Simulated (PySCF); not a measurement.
**Ru (ruthenium, neutral) across methods**

[Kr] 4d6 5s1 5p1, one real determinant (an excited configuration). Calculation: PySCF 2.14, in aug-cc-pVDZ-PP with ECP28MDF (5s5p4d2f, 54 functions); a scalar-relativistic core potential.

```json
{"method": "LDA", "E (hartree)": "-94.1558", "mean ε 4d β (eV)": "-7.211", "mean ε 5s α (eV)": "-6.982", "mean ε 5p α (eV)": "-2.738", "Σ⟨r²⟩ (bohr²)": "60.38", "⟨S²⟩": "12.001"}
{"method": "UHF", "E (hartree)": "-93.75279", "mean ε 4d β (eV)": "-12.428", "mean ε 5s α (eV)": "-9.627", "mean ε 5p α (eV)": "-5.259", "Σ⟨r²⟩ (bohr²)": "60.63", "⟨S²⟩": "12.002"}
{"method": "PW91", "E (hartree)": "-94.4202", "mean ε 4d β (eV)": "-7.302", "mean ε 5s α (eV)": "-6.813", "mean ε 5p α (eV)": "-2.696", "Σ⟨r²⟩ (bohr²)": "60.51", "⟨S²⟩": "12.000"}
{"method": "r2SCAN", "E (hartree)": "-94.4078", "mean ε 4d β (eV)": "-7.173", "mean ε 5s α (eV)": "-7.045", "mean ε 5p α (eV)": "-2.814", "Σ⟨r²⟩ (bohr²)": "59.57", "⟨S²⟩": "12.001"}
{"method": "PBE", "E (hartree)": "-94.3719", "mean ε 4d β (eV)": "-7.240", "mean ε 5s α (eV)": "-6.754", "mean ε 5p α (eV)": "-2.660", "Σ⟨r²⟩ (bohr²)": "60.65", "⟨S²⟩": "12.000"}
{"method": "PBE0", "E (hartree)": "-94.3612", "mean ε 4d β (eV)": "-8.760", "mean ε 5s α (eV)": "-7.588", "mean ε 5p α (eV)": "-3.367", "Σ⟨r²⟩ (bohr²)": "60.13", "⟨S²⟩": "12.001"}
{"method": "BHandHLYP", "E (hartree)": "-94.2713", "mean ε 4d β (eV)": "-10.319", "mean ε 5s α (eV)": "-8.171", "mean ε 5p α (eV)": "-3.825", "Σ⟨r²⟩ (bohr²)": "60.46", "⟨S²⟩": "12.002"}
{"method": "BP86", "E (hartree)": "-94.4483", "mean ε 4d β (eV)": "-7.482", "mean ε 5s α (eV)": "-6.895", "mean ε 5p α (eV)": "-2.767", "Σ⟨r²⟩ (bohr²)": "60.34", "⟨S²⟩": "12.001"}
```

Problem. Estimate the same row for B97-3.

Solution. E (hartree) = -94.3618; mean ε 4d β (eV) = -8.924; mean ε 5s α (eV) = -7.424; mean ε 5p α (eV) = -3.281; Σ⟨r²⟩ (bohr²) = 60.28; ⟨S²⟩ = 12.001.

⟨L²⟩ = 8.01 against 12 for a pure F term, so this real determinant mixes terms. Energies and moments cover only the electrons outside the core potential.
